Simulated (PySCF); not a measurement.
C3H6BNO2.
Cartesian coordinates in Å at the GFN2-xTB level; atoms count from 1:
```xyz
13
C3H6BNO2 angstrom
N     -2.759    0.325    0.217
C     -1.909   -0.541   -0.592
C     -0.486   -0.369   -0.327
C      0.654   -0.139   -0.012
B      2.127    0.117    0.322
O      2.507    0.146    1.616
O      3.074    0.322   -0.641
H     -2.595    0.146    1.203
H     -2.526    1.298    0.044
H     -2.190   -1.580   -0.386
H     -2.115   -0.332   -1.648
H      3.443    0.309    1.733
H      2.770    0.299   -1.546
```

The closed-shell SCF was solved with PySCF and density fitting under several settings on one GFN2-xTB geometry (grid level 2 and gas phase unless stated).

| settings | basis functions | SCF cycles | E (Eh) | HOMO (eV) | LUMO (eV) | dipole (D) |
| --- | --- | --- | --- | --- | --- | --- |
| X3LYP/3-21G, start guess huckel | 75 | 13 | -345.9617 | -6.13 | 0.22 | 1.75 |
| PBE/MINI, IEF-PCM acetone | 41 | 15 | -344.9894 | -6.07 | -2.36 | 2.38 |
| PBE0/pcSseg-1, level shift 0.2 Eh | 149 | 11 | -347.6018 | -7.14 | -0.26 | 1.42 |
| B97-2/def2-SVPD, IEF-PCM dichloromethane, energy threshold 1e-07 Eh, fitting basis def2-universal-jkfit | 194 | 9 | -347.6987 | -7.03 | -0.44 | 1.62 |

Task: Estimate the row for these settings: LC-wPBE/def2-SVPD.

Result: 
```json
{"settings": "LC-wPBE/def2-SVPD", "basis functions": "194", "SCF cycles": "13", "E (Eh)": "-347.5822", "HOMO (eV)": "-10.08", "LUMO (eV)": "1.45", "dipole (D)": "1.38"}
```

Task: Over all rows, what range does the HOMO–LUMO gap span?

Result: From 3.71 eV (PBE/MINI, IEF-PCM acetone) to 11.53 eV (LC-wPBE/def2-SVPD). The functional of the narrowest has no exact exchange, that of the widest range-separated exact exchange.

Task: And the dipole moment?

Result: From 1.38 D (LC-wPBE/def2-SVPD) to 2.38 D (PBE/MINI, IEF-PCM acetone); the largest is 1.72 times the smallest, and the median is 1.62 D.

Whole jobs, the steps after the SCF included, on one thread of an AMD EPYC (shared host):

```csv
settings,work after the SCF,wall time,peak memory
"X3LYP/3-21G, start guess huckel","shieldings, charges and field gradients",19 s,0.52 GiB
"PBE/MINI, IEF-PCM acetone","shieldings, charges and field gradients",15 s,0.38 GiB
"PBE0/pcSseg-1, level shift 0.2 Eh",shieldings,32 s,0.79 GiB
"B97-2/def2-SVPD, IEF-PCM dichloromethane, energy threshold 1e-07 Eh, fitting basis def2-universal-jkfit","spin–spin couplings from 11 perturbed nuclei, spin–dipole term for 2 of them",63 s,1.1 GiB
LC-wPBE/def2-SVPD,"3 singlets by TDA, 2 Tamm–Dancoff triplets, polarisability",74 s,0.87 GiB
```

Cycle counts include a coarse-grid stage where the run had one. The structure is a single GFN2-xTB conformer; no vibrational corrections.
